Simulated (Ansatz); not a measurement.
Compare A (`C1O[SiH2]O1`) with its isomer B (`CO[Si]O`).

Computed with Ansatz on PBE0-D4/def2-TZVP structures; ΔE is electronic, products minus reactants. CCSD(T)/CBS adds triple-zeta CCSD(T) − MP2 to the extrapolated MP2 energy (def2 sets, frozen cores). Functionals use def2-TZVPP. B3LYP here is the variant with VWN-RPA as its local correlation; programs differ in this. One conformer a species, not always the lowest.

A:

Z-matrix (Å, degrees):
```
C
Si 1 2.153
O 1 1.430 2 50.6
O 1 1.430 2 50.6 3 180.0
H 1 1.095 2 124.4 3 90.0
H 1 1.095 2 124.4 3 -90.0
H 2 1.483 1 125.2 3 90.0
H 2 1.483 1 125.2 3 -90.0
```

B:

Z-matrix (Å, degrees):
```
C
O 1 1.411
H 1 1.092 2 109.5
H 1 1.097 2 112.0 3 -120.5
H 1 1.092 2 109.5 3 119.0
Si 2 1.657 1 123.9 3 120.6
O 6 1.644 2 99.6 1 -180.0
H 7 0.963 6 117.2 2 0.0
```

Which is lower in electronic energy at CCSD(T)/CBS, and by how much? (Best estimate.)

The calculation gave: B, by 46.3 kJ/mol.

Give E(B) − E(A) in kJ/mol with B3LYP, MP2/def2-TZVPP, B2PLYP, B3LYP-D4, BLYP-D4, ωB97M-V, PBE-D4. (Best estimate.)

The calculation gave: B3LYP -59.1, MP2/def2-TZVPP -38.2, B2PLYP -51.3, B3LYP-D4 -58.4, BLYP-D4 -70.3, ωB97M-V -53.7, PBE-D4 -53.9. None reverses the order clearly.

Does the order hold for the free energy at 298.15 K (harmonic terms from PBE0-D4)? (Estimate.)

Ansatz gave: Yes: G(B) − G(A) = -45.8 kJ/mol, for one conformer each.

Largest T1 diagnostic: 0.014.

At CCSD(T), def2-SVP lies −5.1 kJ/mol from the extrapolated value and def2-TZVPP +1.3 kJ/mol. In def2-TZVPP, CCSD(T) changes the Hartree–Fock value by −15.1 kJ/mol (the triples alone add −1.0 kJ/mol) and MP2 by −8.2 kJ/mol.
